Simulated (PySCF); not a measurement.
Nb(O)(OH)2(Me) (CH₅NbO₃), SMILES [O]=[Nb]([OH])([CH3])[OH], multiplicity 1. Atoms are numbered in the order given.

```xyz
10

Nb    -0.0741     0.0357     0.0000
O     -0.2277     1.7375     0.0000
O     -0.7773    -0.7223     1.5977
H     -1.2120    -0.3553     2.3770
O     -0.7773    -0.7223    -1.5977
H     -1.2120    -0.3553    -2.3770
C      2.0644    -0.3243     0.0000
H      2.5300     0.1282    -0.8922
H      2.2728    -1.4084     0.0000
H      2.5300     0.1282     0.8922
```
Charge 0, spin multiplicity 1.

The structure is a stationary point at B3LYP-D3(BJ)/def2-SVP. The multiplicity is an assumed one; no other spin state was optimised. The structure was generated by enumeration; whether it is a known compound was not checked. The def2 effective core potentials stand for the cores of Nb; spin–orbit coupling is left out. One conformer was computed; it need not be the lowest.

These are PySCF with TDA-PBE/def2-SVPD values and carry that method's errors.

Vertical excitations.  State labels are in the subgroup Cs.

Estimate the UV-visible absorptions. (The exact figures need the calculation; the answer reports its results.)


| state | symmetry | energy (eV) | λ (nm) | f | main pairs |
|---|---|---|---|---|---|
| S1 | A" | 4.68 | 265 | 0.002 | HOMO→LUMO 99 % |
| S2 | A' | 5.18 | 239 | 0.005 | HOMO→LUMO+1 96 % |
| S3 | A' | 5.75 | 216 | 0.002 | HOMO−2→LUMO 98 % |
| S4 | A" | 5.80 | 214 | 0.005 | HOMO−1→LUMO 86 % |
| S5 | A' | 5.86 | 212 | 0.001 | HOMO→LUMO+2 98 % |
| S6 | A" | 5.94 | 209 | 0.001 | HOMO→LUMO+3 52 %, HOMO−4→LUMO 47 % |
| S7 | A' | 5.95 | 208 | 0.009 | HOMO−3→LUMO 84 % |
| S8 | A" | 5.98 | 207 | 0.000 | HOMO−4→LUMO 46 %, HOMO→LUMO+3 45 %, HOMO−3→LUMO+1 7 % |
| S9 | A' | 6.13 | 202 | 0.001 | HOMO−1→LUMO+1 92 % |
| S10 | A" | 6.25 | 198 | 0.001 | HOMO−3→LUMO+1 86 % |
| T1 | A" | 4.29 | 289 | 0 | HOMO→LUMO 99 % |
| T2 | A' | 4.66 | 266 | 0 | HOMO→LUMO+1 99 % |
| T3 | A" | 5.39 | 230 | 0 | HOMO−1→LUMO 98 % |
| T4 | A' | 5.43 | 228 | 0 | HOMO−3→LUMO 88 % |
Triplets are in the Tamm–Dancoff approximation.
